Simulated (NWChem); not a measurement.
The numbers come from NWChem runs, not from measurements. System: C$_{2}$H$_{3}$O$_{2}$, charge 0, spin multiplicity 2, displaced from the optimised geometry. The structure started from a generated list of species. Its SCF solution wasn't tested for a lower state. Level: UBP86/def2-TZVP.

Job file:

```
start mol
memory heap 200 mb stack 900 mb global 1100 mb
geometry units angstroms nocenter noautoz noautosym
  C     -1.450397    -0.145347    -0.050006
  O     -0.141445    -0.774513    -0.395456
  C      0.982243    -0.109285    -0.076254
  O      1.155891     0.967368     0.480341
  H     -1.954604     0.168028    -1.010272
  H     -2.070415    -0.930903     0.469477
  H     -1.281627     0.747835     0.619274
end
basis spherical
  * library def2-tzvp
end
dft
  xc becke88 perdew86
  odft
  mult 2
  semidirect memsize 60000000 filesize 0
  iterations 100
  grid coarse
end
task dft gradient
```

Output (cleaned and shortened):

```
             Northwest Computational Chemistry Package (NWChem) 7.3.0
             --------------------------------------------------------

                                NWChem Input Module
                                -------------------

 Scaling coordinates for geometry "geometry" by  1.889725989
 (inverse scale =  0.529177249)

                             Geometry "geometry" -> ""
                             -------------------------

 Output coordinates in angstroms (scale by  1.889725989 to convert to a.u.)

  No.       Tag          Charge          X              Y              Z
 ---- ---------------- ---------- -------------- -------------- --------------
    1 C                    6.0000    -1.45039700    -0.14534700    -0.05000600
    2 O                    8.0000    -0.14144500    -0.77451300    -0.39545600
    3 C                    6.0000     0.98224300    -0.10928500    -0.07625400
    4 O                    8.0000     1.15589100     0.96736800     0.48034100
    5 H                    1.0000    -1.95460400     0.16802800    -1.01027200
    6 H                    1.0000    -2.07041500    -0.93090300     0.46947700
    7 H                    1.0000    -1.28162700     0.74783500     0.61927400

 Effective nuclear repulsion energy (a.u.)     110.3293125390

            Nuclear Dipole moment (a.u.)
            ----------------------------
        X                 Y               Z
 ---------------- ---------------- ----------------
    -0.0000037795     0.0000151178    -0.0000018897


 Summary of "ao basis" -> "" (spherical)
 ------------------------------------------------------------------------------
       Tag                 Description            Shells   Functions and Types
 ---------------- ------------------------------  ------  ---------------------
 *                         def2-tzvp                  on all atoms

  perdew86 is a nonlocal functional; adding perdew81 local functional.

                                 NWChem DFT Module
                                 -----------------

 Summary of "ao basis" -> "ao basis" (spherical)
 ------------------------------------------------------------------------------
       Tag                 Description            Shells   Functions and Types
 ---------------- ------------------------------  ------  ---------------------
 C                         def2-tzvp                11       31   5s3p2d1f
 O                         def2-tzvp                11       31   5s3p2d1f
 H                         def2-tzvp                 4        6   3s1p

 Summary of "ao basis" -> "ao basis" (spherical)
 ------------------------------------------------------------------------------
       Tag                 Description            Shells   Functions and Types
 ---------------- ------------------------------  ------  ---------------------
 C                         def2-tzvp                11       31   5s3p2d1f
 O                         def2-tzvp                11       31   5s3p2d1f
 H                         def2-tzvp                 4        6   3s1p

            General Information
            -------------------
          SCF calculation type: DFT
          Wavefunction type:  spin polarized.
          No. of atoms     :     7
          No. of electrons :    31
           Alpha electrons :    16
            Beta electrons :    15
          Charge           :     0
          Spin multiplicity:     2
          Use of symmetry is: off; symmetry adaption is: off
          Maximum number of iterations: 100
[...]
   alpha    101    102    103    104    105    106    107    108    109    110
    beta    101    102    103    104    105    106    107    108    109    110
 overlap   0.999  0.987  0.985  0.990  0.991  0.999  0.999  0.997  1.000  0.996

   alpha    111    112    113    114    115    116    117    118    119    120
    beta    111    112    113    114    115    116    117    118    119    120
 overlap   0.998  1.000  1.000  1.000  0.999  0.999  0.999  0.999  0.999  1.000

   alpha    121    122    123    124    125    126    127    128    129    130
    beta    121    122    123    124    125    126    127    128    129    130
 overlap   1.000  0.999  0.999  1.000  0.999  0.999  0.999  0.996  0.997  0.997

   alpha    131    132    133    134    135    136    137    138    139    140
    beta    131    132    133    134    135    136    137    138    139    140
 overlap   1.000  1.000  1.000  0.983  0.983  1.000  1.000  1.000  1.000  1.000

   alpha    141    142
    beta    141    142
 overlap   1.000  1.000

     --------------------------
     Expectation value of S2:
     --------------------------
      <S2> =      0.7527 (Exact =     0.7500)

 center of mass
 --------------
 x =   0.16843445 y =   0.00044692 z =  -0.00250729

 moments of inertia (a.u.)
 ------------------
         122.680282353617         -76.860606057734         -35.584054656715
         -76.860606057734         270.679152795830         -44.187457859956
         -35.584054656715         -44.187457859956         336.731022917121

     Multipole analysis of the density
     ---------------------------------

     L   x y z        total         alpha         beta         nuclear
     -   - - -        -----         -----         ----         -------
     0   0 0 0     -0.000000    -16.000000    -15.000000     31.000000

     1   1 0 0     -1.083066     -1.510672      0.427611     -0.000004
     1   0 1 0     -0.173682      0.002482     -0.176180      0.000015
     1   0 0 1     -0.071353      0.029149     -0.100500     -0.000002

     2   2 0 0    -16.487843    -81.266872    -74.524994    139.304023
     2   1 1 0     -0.844304    -19.921513    -20.501126     39.578334
     2   1 0 1     -0.453851     -9.094834     -9.514379     18.155361
     2   0 2 0    -18.936553    -35.424656    -33.284872     49.772975
     2   0 1 1     -1.116946    -11.843278    -11.119839     21.846171
     2   0 0 2    -17.333080    -17.765353    -16.606536     17.038810

            General Information
            -------------------
          SCF calculation type: DFT
          Wavefunction type:  spin polarized.
          No. of atoms     :     7
          No. of electrons :    31
           Alpha electrons :    16
            Beta electrons :    15
          Charge           :     0
          Spin multiplicity:     2
          Use of symmetry is: off; symmetry adaption is: off
          Maximum number of iterations: 100
          AO basis - number of functions:   142
                     number of shells:    56
          Convergence on energy requested:  1.00D-06
          Convergence on density requested:  1.00D-05
          Convergence on gradient requested:  5.00D-04

              XC Information
              --------------
                    Becke 1988 Exchange Functional  1.000
                Perdew 1981 Correlation Functional  1.000 local
                Perdew 1986 Correlation Functional  1.000 non-local

             Grid Information
             ----------------
          Grid used for XC integration:  coarse
          Radial quadrature: Mura-Knowles
          Angular quadrature: Lebedev.
          Tag              B.-S. Rad. Rad. Pts. Rad. Cut. Ang. Pts.
          ---              ---------- --------- --------- ---------
          C                   0.70       35          10.0       302
          O                   0.60       35          10.0       302
          H                   0.35       35          10.0       302
          Grid pruning is: on
          Number of quadrature shells:   245
          Spatial weights used:  Erf1

          Convergence Information
          -----------------------
          Convergence aids based upon iterative change in
          total energy or number of iterations.
          Levelshifting, if invoked, occurs when the
          HOMO/LUMO gap drops below (HL_TOL):  1.00D-02
          DIIS, if invoked, will attempt to extrapolate
          using up to (NFOCK): 10 stored Fock matrices.

                    Damping( 0%)  Levelshifting(0.5)       DIIS
                  --------------- ------------------- ---------------
          dE  on:    start            ASAP                start
          dE off:    2 iters        100 iters           100 iters

      Screening Tolerance Information
      -------------------------------
          Density screening/tol_rho:  1.00D-10
          AO Gaussian exp screening on grid/accAOfunc:  14
          CD Gaussian exp screening on grid/accCDfunc:  20
          XC Gaussian exp screening on grid/accXCfunc:  20
          Schwarz screening/accCoul:  1.00D-08

                            NWChem DFT Gradient Module
                            --------------------------

  charge          =   0.00
  wavefunction    = open shell

                         DFT ENERGY GRADIENTS

    atom               coordinates                        gradient
                 x          y          z           x          y          z
   1 C      -2.740853  -0.274666  -0.094498    0.009762  -0.006952  -0.003388
   2 O      -0.267292  -1.463617  -0.747303   -0.008876  -0.010490  -0.005379
   3 C       1.856170  -0.206519  -0.144099    0.013297  -0.027272  -0.014457
   4 O       2.184317   1.828060   0.907713    0.005686   0.035829   0.018592
   5 H      -3.693666   0.317527  -1.909137   -0.009922   0.005537  -0.014948
   6 H      -3.912517  -1.759152   0.887183   -0.011929  -0.011802   0.008526
   7 H      -2.421924   1.413203   1.170258    0.001981   0.015150   0.011054

                 ----------------------------------------
                 |  Time  |  1-e(secs)   |  2-e(secs)   |
                 ----------------------------------------
                 |  CPU   |       0.02   |       7.91   |
                 ----------------------------------------
                 |  WALL  |       0.02   |       7.91   |
                 ----------------------------------------

 Task  times  cpu:       20.4s     wall:       20.4s

 Total times  cpu:       20.4s     wall:       20.4s
```
